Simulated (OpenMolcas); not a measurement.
An OpenMolcas run meant for Sb3+ (ANO-R2, X2C; inactive shells 1s 2s 2p 3s 3p 3d 4s 4p 4d; intended active space 2 electrons in 4 orbitals (5s 5p)). One step of its input:

```
&CASPT2
Multistate=3 1 2 3
Frozen=9 9
IPEA=0.25
Imaginary=0.1
MaxIter=60
WThr=0.0 0.3 0.05
PrWF=0.5
NoMix
Deleted=16 14
```

The run finished. Its levels beside those of a sound run (SS-CASPT2, IPEA 0.25 Eh, imaginary shift 0.1 Eh (closed shells correlated: 4d)), in cm⁻¹ above each run's lowest level:

```
         Level  This run  Usual run
       5s² ¹S₀       0.0        0.0
    5s 5p ³P°₀     60364      64042
    5s 5p ³P°₁     62422      66016
    5s 5p ³P°₂     67223      70901
    5s 5p ¹P°₁    100451      93889
       5p² ³P₀    149512     151275
       5p² ³P₁    152761     154766
5p² ³P₂ [53 %]    155559     156257
5p² ¹D₂ [53 %]    163213     162489
       5p² ¹S₀    185802     181261
```

Q: Which setting is unsound, and how much does it matter here?

A: Nearly half of the orbitals are deleted from the virtual space, which removes much of the correlation energy. Against the sound run the excited levels shown move by 3000 cm-1 on average and by 6600 cm-1 at most.

Term energies are means over components that CASPT2 splits; among the terms shown or strongly mixed into the levels shown the widest spread is 4800 cm-1 (5p² ¹D, this run). Over all roots computed the reference weight is 0.89 to 0.94 in the sound run; the roots of lowest weight are the least certain, and an intruder state may touch them. The ¹D term of p² mixes with s d, which this space lacks. Some levels mix across a computed gap that differs much from the measured one, so their mixing is not that of the real levels (holds for this run). Levels of configurations outside the active space are missing.

A share in square brackets marks a mixed level and gives the weight of the term that names it, the lowest over the columns. ° marks odd parity.
